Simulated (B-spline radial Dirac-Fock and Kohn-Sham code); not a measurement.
# How the binding energies of Sb²⁵⁺ add up

System: antimony as Sb²⁵⁺ in the configuration [Ar] 3d8; nuclear rms radius 4.6802 fm (A = 121).

The computed values come from a radial finite-basis atomic code: Dirac-Fock (average of configuration) total-energy differences with a finite nucleus, the Breit interaction including its frequency dependence, and self-energy and vacuum-polarisation corrections. Correlation energy is missing from these numbers. Energies are counted from the vacuum level.

All terms are in eV, carry their sign (relaxation lowers the binding energy) and add up to the binding energy; ⟨r⟩ is the mean radius of the orbital in the initial state.

```
subshell  −ε (Koopmans)  relaxation   Gaunt  retardation     QED  binding energy  ⟨r⟩ (bohr)
      1s        31570.2      -44.02  -73.99         5.92  -34.52         31423.6       0.028
      2s         5639.7      -16.21   -7.04         0.42   -4.34          5612.5       0.122
   2p1/2         5324.5      -19.13  -12.33         1.37    0.31          5294.7       0.103
   2p3/2         5070.1      -18.09   -8.89         1.62   -0.17          5044.6       0.108
      3s         1771.9       -2.37   -1.30         0.09   -0.95          1767.4       0.319
   3p1/2         1642.6       -2.72   -2.28         0.26    0.05          1637.9       0.309
   3p3/2         1590.8       -2.49   -1.59         0.32   -0.05          1587.0       0.319
      3d         1373.0       -3.37   -0.71         0.10    0.05          1369.0       0.289
```

For the deepest level, K (1s), the Breit terms make up -0.217 % of the binding energy, QED -0.110 % and orbital relaxation -0.140 %.

Spin-orbit splittings: 2p 250.1 eV, 3p 50.91 eV.

Going to the tabulated ground configuration of the next ion removes an electron from M4,5 (3d), computed at 1369.0 eV. NIST lists 1360 ± 4 eV as the ionisation energy of this species (theoretical), -9.03 eV from the computed value. Where a p, d or f shell is open in either ion the computed value averages over both j values and all terms, while the table refers to the lowest levels; that difference holds spin-orbit splitting (largest in heavy or highly charged ions), term energies where several electrons share open shells, and correlation, and it can reach 10 % or more.
